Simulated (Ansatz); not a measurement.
Single points on B₁₁.

```yaml
crystal:
  periodic: [false, false, false]
  atoms:
    - {symbol: B, position_ang: [1.271006, -1.945033, 0.258705]}
    - {symbol: B, position_ang: [-0.152269, 1.776598, -1.460550]}
    - {symbol: B, position_ang: [0.999387, -0.354560, 0.207553]}
    - {symbol: B, position_ang: [0.011688, -1.291912, -1.106039]}
    - {symbol: B, position_ang: [-0.746977, 2.459251, -0.147620]}
    - {symbol: B, position_ang: [0.344799, 0.231985, -1.523027]}
    - {symbol: B, position_ang: [-0.726651, 1.766570, 1.289251]}
    - {symbol: B, position_ang: [-0.076551, 0.917633, -0.012918]}
    - {symbol: B, position_ang: [-0.199544, -2.482835, -0.049276]}
    - {symbol: B, position_ang: [-0.291388, 0.220918, 1.535163]}
    - {symbol: B, position_ang: [-0.433490, -1.298606, 1.008748]}
basis:
  gaussian: {orbitals: def2-TZVP, initial_orbitals: start.molden}
magnetization: {spin_polarized: true, initial_magnetization: 1}
hamiltonian: {xc: lda}
scf: {omitted_lower_state_checks: [starts]}
output: {forces: true, orbitals: {seedname: orbitals}}
```

The file start.molden holds the orbitals of an earlier run on this structure, at another level or in another basis.

```sh
$ ansatz run in.yaml --threads 4 --pin off --events-out ev --progress --plain --max-ram 6963MiB
```

Output, abridged:

```
Functional definition: SPW92
1859 factors; their error is unknown
mean field evaluation 1: about -7349.9357 eV, gradient 3.0e1 eV
mean field evaluation 2: about -7350.6870 eV, gradient 8.9e-1 eV
mean field evaluation 4: about -7350.6861 eV, gradient 3.1e-1 eV
mean field evaluation 8: about -7350.6866 eV, gradient 1.5e-4 eV
mean field -7350.68658335 eV, -270.1327494637 hartree, gradient 1.3e-5 eV, S^2 0.760066; 0 other end points of the search recorded, 0 dependent functions left out
reference -7350.68662576 eV, -270.1327510223 hartree; 28, 27 occupied and 313, 314 virtual orbitals, 1859 factors
Total energy: -7350.68662576 eV, -270.1327510223 hartree
Atom 0 at     1.271006    -1.945033     0.258705 Å, force    -0.755898     0.395442    -0.151180 eV/Å
Atom 1 at    -0.152269     1.776598    -1.460550 Å, force    -0.043640    -0.369647     0.610362 eV/Å
Atom 2 at     0.999387    -0.354560     0.207553 Å, force    -0.243772    -0.219291    -0.046608 eV/Å
Atom 3 at     0.011688    -1.291912    -1.106039 Å, force     0.125744     0.182227     0.274941 eV/Å
Atom 4 at    -0.746977     2.459251    -0.147620 Å, force     0.282952    -0.628992     0.061900 eV/Å
Atom 5 at     0.344799     0.231985    -1.523027 Å, force    -0.239054    -0.007327     0.467821 eV/Å
Atom 6 at    -0.726651     1.766570     1.289251 Å, force     0.211375    -0.369536    -0.580322 eV/Å
Atom 7 at    -0.076551     0.917633    -0.012918 Å, force    -0.003187     0.124065    -0.001496 eV/Å
Atom 8 at    -0.199544    -2.482835    -0.049276 Å, force     0.465928     0.697625     0.087393 eV/Å
Atom 9 at    -0.291388     0.220918     1.535163 Å, force    -0.042734     0.016820    -0.528375 eV/Å
Atom 10 at    -0.433490    -1.298606     1.008748 Å, force     0.242286     0.178614    -0.194436 eV/Å
Dipole moment:     0.068300    -0.310884     0.012771 e Å
Checks for a lower state left out: starts
```

Run time 9 s (4 threads of Arm Neoverse V1 on a shared host), peak host memory 0.73 GiB.

The first input with `gaussian: {orbitals: def2-SVP, initial_orbitals: start.molden}`, `hamiltonian: {xc: pbe0, dispersion: d4}`, `output: {orbitals: {seedname: orbitals}}` (abridged; 7.5 s):

```
Functional definition: PBE0
mean field -7414.06896644 eV, -272.4620090801 hartree, gradient 2.0e-5 eV, S^2 0.804853
Total energy: -7414.49989630 eV, -272.4778454606 hartree
Checks for a lower state left out: starts
```

First input, but with `gaussian: {orbitals: 6-31G}`, `hamiltonian: {xc: hf}`, `output: {orbitals: {seedname: orbitals}}` (abridged; 2.2 s):

```
Functional definition: HF
mean field evaluation 16: about -7372.5857 eV, gradient 1.4e-2 eV
mean field -7372.58571276 eV, -270.9375276259 hartree, gradient 8.3e-6 eV, S^2 1.268929
Total energy: -7372.58571276 eV, -270.9375276259 hartree
Checks for a lower state left out: starts
```

The first input with `hamiltonian: {xc: {name: wB97M-V}}`, `output: {orbitals: {seedname: orbitals}}` (abridged; 60 s):

```
Functional definition: wB97M-V
mean field -7428.35374553 eV, -272.9869650291 hartree, gradient 1.9e-5 eV, S^2 0.793584
Total energy: -7428.35379872 eV, -272.9869669841 hartree
Checks for a lower state left out: starts
```

Geometry: r2SCAN-D4/def2-SVP.

At HF/6-31G the charge 0 doublet is spin-contaminated (final ⟨S²⟩ up to 1.27, 0.75 for a pure state). The structure comes from a short search, and lower isomers may exist.
